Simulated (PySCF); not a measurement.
**Calcium: a sound run and one with changed settings**

Sound run: Ca⁺ [Ar] 4s1, Ca²⁺ [Ar]. Calculation: PySCF 2.14, in def2-SVP (5s3p2d, 24 functions); the non-relativistic Hamiltonian (point nucleus). The sound run starts from symmetry-adapted Hartree-Fock orbitals and uses a fine grid where one is needed.

Changed run: initial guess 1e, at most 2 SCF cycles. This setting is unsound on purpose.

```json
{"species": "Ca⁺", "method": "UHF", "sound run (hartree)": "-676.47206", "changed run (hartree)": "-676.38750", "converged": "no"}
{"species": "Ca⁺", "method": "PBE0", "sound run (hartree)": "-677.06764", "changed run (hartree)": "-677.06739", "converged": "no"}
{"species": "Ca⁺", "method": "MN15", "sound run (hartree)": "-677.17508", "changed run (hartree)": "-677.17438", "converged": "no"}
{"species": "Ca²⁺", "method": "UHF", "sound run (hartree)": "-676.05820", "changed run (hartree)": "-676.05813", "converged": "no"}
{"species": "Ca²⁺", "method": "PBE0", "sound run (hartree)": "-676.63370", "changed run (hartree)": "-676.63370", "converged": "no"}
{"species": "Ca²⁺", "method": "MN15", "sound run (hartree)": "-676.75102", "changed run (hartree)": "-676.75102", "converged": "no"}
```

The SCF was stopped early; the energies are upper bounds that still move, and correlated levels were skipped or rest on poor orbitals.
